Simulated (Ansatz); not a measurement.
The first iterations of a band of C2H3SSi (7 atoms, charge -1, multiplicity 1).

Computed with RKS B3LYP-D4/def2-SVP (Ansatz).

- movable images: 9
- climbing image: yes
- spring: 5.0 eV/Å²
- optimiser: quadratic models (default)
- start path: through a guess of the saddle point
- force threshold: 0.05 eV/Å
- iteration limit: 60
- end points: relaxed

Initial state:

```xyz
7
Properties=species:S:1:pos:R:3
C 0.274 1.118 0.233
C -0.215 -0.267 0.109
Si -0.318 -1.780 -0.501
S -0.968 -3.683 -0.696
H 0.115 1.747 -0.672
H -0.246 1.659 1.055
H 1.358 1.205 0.472
```

Final state:

```xyz
7
Properties=species:S:1:pos:R:3
C 0.582 1.135 0.077
C -0.239 0.071 0.056
Si 0.376 -1.738 -0.390
S -1.327 -2.878 -0.211
H 0.260 2.158 0.327
H -1.303 0.231 0.306
H 1.651 1.021 -0.165
```

| iteration | highest image above the first end (eV) | largest band force component (eV/Å) |
| --- | --- | --- |
| 1 | 4.250 | 17.462 |
| 2 | 2.474 | 3.358 |
| 3 | 2.005 | 1.976 |
| 4 | 1.674 | 1.779 |
| 5 | 1.709 | 1.810 |
| 6 | 1.679 | 1.487 |
| 7 | 1.629 | 0.586 |
| 8 | 1.573 | 0.691 |
| 9 | 1.641 | 0.492 |
| 10 | 1.625 | 0.212 |
| 11 | 1.621 | 0.092 |

Problem. Does the band converge within its limit, and where does its top end?

Solution. The run converged. It ended after 33 iterations with the highest image 1.530 eV above the first end. Neighbouring images differ by up to 1.4 eV, so the band resolves the path poorly. A vibrational analysis at the climbing image gives one clearly imaginary mode, 1263i cm⁻¹: a first-order saddle point. The orbitals stay closed-shell, which can raise the energy where a bond breaks towards radicals; this wasn't checked here. Limits of this set-up: an anion without diffuse functions.

Run time: 11 min on 1 thread of Arm Neoverse V2, on a shared host, peak memory 0.15 GiB.
